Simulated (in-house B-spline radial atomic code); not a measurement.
Values are calculated unless marked as measured or tabulated.
C6 from the polarisability at imaginary frequency: Ti4+

CAM-B3LYP linear response of the closed shell [Ne] 3s2 3p6, from an all-electron radial atomic-structure program (B-spline basis); scalar-relativistic (spin-free one-electron X2C), finite nucleus, no spin-orbit coupling.

The dispersion coefficient of two like species is C6 = (3/π) ∫ α(iu)² du from 0 to ∞.

| u (hartree) | α(iu) (bohr³) |
| --- | --- |
| 0 | 1.493 |
| 0.335 | 1.446 |
| 0.783 | 1.269 |
| 1.34 | 0.99 |
| 2.24 | 0.6319 |
| 3.35 | 0.3855 |
| 5.03 | 0.2157 |
| 7.83 | 0.1098 |
| 11.2 | 0.063 |
| 16.8 | 0.03349 |
| 28 | 0.01479 |
| 55.9 | 0.004517 |

Fit one oscillator, α(iu) = α(0)/(1 + u²/ω²), through u = 3.35 and estimate C6.

From α(0)/α(iu) − 1 = 1.493/0.3855 − 1 = 2.8729, ω = u/√2.8729 = 1.9764 hartree (53.8 eV). London's formula gives C6 = (3/4) α(0)² ω = 0.75 × 1.493² × 1.9764 = 3.304 hartree·bohr⁶, and the oscillator holds f = α(0) ω² = 5.83 electrons, of a sum of oscillator strengths of 17.9.

How does that compare with the full integral?

The program's quadrature over all excitations gives C6 = 3.243, so the single oscillator is off by +1.9 %. At the last point the fit gives α = 0.00186 against 0.00452: higher excitations, and deeper shells where there are any, keep the true curve higher at large u.
